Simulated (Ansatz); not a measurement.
`CC([SiH3])[SiH2]F` + `BN[SiH3]` → `BN([SiH3])[SiH2]F` + `CC[SiH3]`  (ligand exchange at the Si–C bond)

Calculated with Ansatz (gas phase, PBE0-D4/def2-TZVP geometries, no zero-point term in ΔE). CBS: MP2 limit from def2 TZ/QZ plus the TZ coupled-cluster correction, frozen cores. DFT in def2-TZVPP. B3LYP here is the variant with VWN-RPA as its local correlation; programs differ in this. One conformer a species, not always the lowest.

`CC([SiH3])[SiH2]F`:

Cartesian coordinates in Å:
```
C 1.563 -0.171 -0.015
C 0.069 -0.300 -0.353
Si -0.644 1.347 -0.913
Si -0.897 -1.027 1.057
F -0.264 -2.446 1.461
H 1.722 0.510 0.826
H 2.134 0.220 -0.862
H 1.998 -1.135 0.258
H -0.066 -0.986 -1.202
H -0.534 2.350 0.181
H -2.076 1.212 -1.293
H 0.123 1.846 -2.086
H -0.815 -0.158 2.258
H -2.314 -1.264 0.683
```

`BN[SiH3]`:

Z-matrix (Å, degrees):
```
Si
N 1 1.745
H 1 1.487 2 110.4
H 1 1.480 2 107.6 3 -120.5
H 1 1.487 2 110.4 3 119.0
B 2 1.399 1 126.7 3 120.4
H 2 1.011 1 116.7 3 -59.6
H 6 1.198 2 119.6 1 -180.0
H 6 1.198 2 119.0 1 -0.0
```

`BN([SiH3])[SiH2]F`:

Cartesian coordinates in Å:
```
B -0.751 0.200 1.465
N -0.093 0.003 0.229
Si -1.067 0.133 -1.233
Si 1.606 -0.325 0.166
F 2.379 0.965 -0.371
H -0.137 0.142 2.492
H -1.931 0.420 1.470
H -0.163 -0.070 -2.394
H -1.688 1.476 -1.312
H -2.123 -0.908 -1.233
H 1.874 -1.409 -0.805
H 2.095 -0.628 1.525
```

`CC[SiH3]`:

```xyz
11

C    -0.730   -0.730    0.976
C     0.261   -0.639   -0.180
Si    0.519    1.111   -0.805
H    -0.858   -1.760    1.317
H    -1.716   -0.355    0.687
H    -0.398   -0.139    1.834
H    -0.073   -1.255   -1.021
H     1.236   -1.040    0.119
H     1.035    1.982    0.288
H    -0.770    1.686   -1.282
H     1.493    1.140   -1.930
```

```
             level  ΔE (kcal/mol)
            PBE-D4          -10.3
           ωB97X-V          -12.1
               PBE          -10.3
              PBE0          -11.2
             B3LYP          -12.5
SCS-MP2/def2-QZVPP          -13.4
      HF/CBS(def2)          -15.6
    CCSD/CBS(def2)          -13.0
```

Problem. What does CCSD(T)/CBS give? (Estimate.)

Solution. The calculation gave: -12.6 kcal/mol. The listed levels differ from it by 2.3, 0.5, 2.3, 1.4, 0.1, -0.8, -3.0, -0.4 kcal/mol.

Largest T1 diagnostic among the species: 0.012.

From PBE to PBE0 (25 % exact exchange), in def2-TZVPP and without D4, ΔE moves by −0.9 kcal/mol. In def2-TZVPP, CCSD(T) changes the Hartree–Fock value by +2.6 kcal/mol (the triples alone add +0.3 kcal/mol) and MP2 by +2.4 kcal/mol.
